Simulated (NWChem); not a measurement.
Species: hydronium (H$_{3}$O cation); SMILES [OH3+]

Results from NWChem. The geometry was optimised at B3LYP/6-31G* (spherical d). Level: B3LYP/def2-SVP with SMD (1 M gas to 1 M solution), gas-phase geometry. Reactions with the solvent are ignored.

Predict the results for solvent water. Quantities: solvation free energy (kcal/mol); cavity-dispersion-structure term (kcal/mol).


```json
{
 "solvation free energy (kcal/mol)": "-95.1",
 "cavity-dispersion-structure term (kcal/mol)": "2.2"
}
```
